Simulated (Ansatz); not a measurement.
Program: Ansatz.

Input:

```yaml
crystal:
  lattice:
    - [7.398, 0.0, 0.0]
    - [-3.699, 6.406856, 0.0]
    - [0.0, 0.0, 11.0]
  atoms:
    - { symbol: C, position: [-0.00018771, 0.00079054, 0.08832414] }
    - { symbol: C, position: [0.22147696, 0.11080644, 0.0882064] }
    - { symbol: C, position: [-0.00018853, 0.33247557, 0.08832888] }
    - { symbol: C, position: [0.22147666, 0.44412324, 0.08820683] }
    - { symbol: C, position: [0.00055905, 0.66700507, 0.08808923] }
    - { symbol: C, position: [0.22257798, 0.77801542, 0.08834118] }
    - { symbol: C, position: [0.33260097, -0.00031798, 0.08820991] }
    - { symbol: C, position: [0.55426402, 0.10969432, 0.08829956] }
    - { symbol: C, position: [0.33148229, 0.33246763, 0.08828232] }
    - { symbol: C, position: [0.55351341, 0.44348222, 0.08798605] }
    - { symbol: C, position: [0.33260061, 0.6663715, 0.08820935] }
    - { symbol: C, position: [0.5542632, 0.77802339, 0.08829473] }
    - { symbol: C, position: [0.66591763, -0.00031451, 0.0882053] }
    - { symbol: C, position: [0.88816668, 0.11081006, 0.08821138] }
    - { symbol: C, position: [0.66528714, 0.33172205, 0.08801624] }
    - { symbol: C, position: [0.88880862, 0.44349441, 0.08806802] }
    - { symbol: C, position: [0.6652859, 0.66701743, 0.08800777] }
    - { symbol: C, position: [0.8888099, 0.7787678, 0.08805971] }
    - { symbol: Al, position: [0.77562052, 0.55465199, 0.27810771] }
magnetization:
  spin_polarized: true
basis:
  ecutwfc: 420.0
kpoints:
  mp_grid: { grid: [2, 2, 1] }
hamiltonian:
  xc: pbe
scf:
  occupations: { method: gaussian, width: 0.05 }
  lower_state_search: "off"
  max_iter: 98
neb:
  images: 3
  f_tol: 0.2
  max_iterations: 8
  order_check: false
  final_atoms:
    - { symbol: C, position: [0.00055905, 0.0003384, 0.08808923] }
    - { symbol: C, position: [0.22257798, 0.11134875, 0.08834118] }
    - { symbol: C, position: [-0.00018771, 0.33412387, 0.08832414] }
    - { symbol: C, position: [0.22147696, 0.44413977, 0.0882064] }
    - { symbol: C, position: [-0.00018853, 0.6658089, 0.08832888] }
    - { symbol: C, position: [0.22147666, 0.77745657, 0.08820683] }
    - { symbol: C, position: [0.33260061, -0.00029517, 0.08820935] }
    - { symbol: C, position: [0.5542632, 0.11135672, 0.08829473] }
    - { symbol: C, position: [0.33260097, 0.33301535, 0.08820991] }
    - { symbol: C, position: [0.55426402, 0.44302765, 0.08829956] }
    - { symbol: C, position: [0.33148229, 0.66580096, 0.08828232] }
    - { symbol: C, position: [0.55351341, 0.77681555, 0.08798605] }
    - { symbol: C, position: [0.6652859, 0.00035076, 0.08800777] }
    - { symbol: C, position: [0.8888099, 0.11210113, 0.08805971] }
    - { symbol: C, position: [0.66591763, 0.33301882, 0.0882053] }
    - { symbol: C, position: [0.88816668, 0.44414339, 0.08821138] }
    - { symbol: C, position: [0.66528714, 0.66505538, 0.08801624] }
    - { symbol: C, position: [0.88880862, 0.77682774, 0.08806802] }
    - { symbol: Al, position: [0.77562052, 0.88798532, 0.27810771] }
  spring: -5.0
```

Command:

```bash
$ ansatz run input.yaml --threads 2 --pin off --max-ram 5120MiB --backend cpu --events-out ev --progress --plain --runs-dir out
```

What does the program answer?

The program refused the input.

```
Error: invalid value for `neb.spring`: must be finite and > 0; got -5 eV/Å²
```
